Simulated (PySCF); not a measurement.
A structure optimised at ωB97X-D3(BJ)/def2-SVP, used in a PySCF frequency run:

```xyz
11

Al    -1.0361     0.6726     0.1561
H     -2.5022     1.2069     0.2578
Cl     0.4110     1.6789    -0.9911
O     -0.5886    -0.7298     0.9805
C      0.5516    -1.5461     1.0940
C      0.9283    -2.1782    -0.2384
H      1.4045    -0.9581     1.4825
H      0.3372    -2.3321     1.8389
H      1.1880    -1.4013    -0.9761
H      1.7974    -2.8459    -0.1256
H      0.0871    -2.7700    -0.6335
```

**Question.** Write its SMILES and formula.

**Answer.** CC[O][AlH][Cl], C₂H₆AlClO

**Question.** What are its rotational constants (standard atomic weights)?

**Answer.** 4.9483, 1.7851, 1.4151 GHz
